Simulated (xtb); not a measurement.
Species: H₂B, SMILES `[BH2]` (charge 0, multiplicity 2).

### Question
Give a relaxed geometry from GFN2-xTB (xtb).

### Answer
the end point of this relaxation (outside a Z-matrix the atoms follow the SMILES, hydrogens last).
Z-matrix (Å, degrees):
```
B
H 1 1.1593
H 1 1.1593 2 128.35
```
